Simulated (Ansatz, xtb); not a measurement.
# Relaxing a trial structure of CH6AlFOSi

The starting geometry of this gas-phase singlet was built from a drawn formula by distance geometry and a force field; its bonds are those of `O[SiH2][AlH][CH2]F`.

```yaml
atoms:
  - { symbol: C, position_ang: [3.0513, 0.1184, 0.4007] }
  - { symbol: Al, position_ang: [2.9012, 2.0183, -0.0975] }
  - { symbol: F, position_ang: [2.6777, -0.6892, -0.6240] }
  - { symbol: O, position_ang: [-0.3404, 1.6048, -0.8067] }
  - { symbol: Si, position_ang: [0.8344, 2.8606, -0.8020] }
  - { symbol: H, position_ang: [-0.4264, 1.3559, 0.1455] }
  - { symbol: H, position_ang: [0.9468, 3.4013, -2.1597] }
  - { symbol: H, position_ang: [0.4029, 3.9274, 0.0939] }
  - { symbol: H, position_ang: [4.1625, 2.9787, -0.0338] }
  - { symbol: H, position_ang: [4.0778, -0.1181, 0.7230] }
  - { symbol: H, position_ang: [2.3396, -0.1091, 1.2868] }
```

**Question.** Where would you expect an optimisation with r2SCAN-D4/def2-SVP to take it?

**Answer.** It keeps its bonds, and is `O[SiH2][AlH][CH2]F`.

The energy falls by 0.56 eV over 29 steps:

| step | E − E(last) (eV) |
| --- | --- |
| 1 | 0.556 |
| 4 | 0.248 |
| 7 | 0.114 |
| 10 | 0.024 |
| 13 | 0.020 |
| 17 | 0.017 |
| 20 | 0.011 |
| 23 | 0.003 |
| 26 | 0.000 |
| 29 | 0.000 |

Final geometry (Å):

```
atom    x (Å)    y (Å)    z (Å)
   C   2.9497   0.2272   0.3356
  Al   2.9809   2.2151   0.1383
   F   1.8048  -0.2855  -0.3351
   O  -0.2304   1.6977  -0.2427
  Si   0.8133   2.8917  -0.7982
   H   0.1787   0.8177  -0.2696
   H   0.8467   2.9876  -2.2999
   H   0.2750   4.1985  -0.3141
   H   4.2779   3.0007   0.6267
   H   3.8307  -0.2813  -0.1010
   H   2.8999  -0.1202   1.3864
```

From the same start GFN2-xTB ends elsewhere, differing in Al2–F3 (1.90 against 2.80 Å here).

The end wasn't checked by frequencies. Run with Ansatz 0.2.0, 96 s on 2 threads of Arm Neoverse V1, with other jobs on the host.
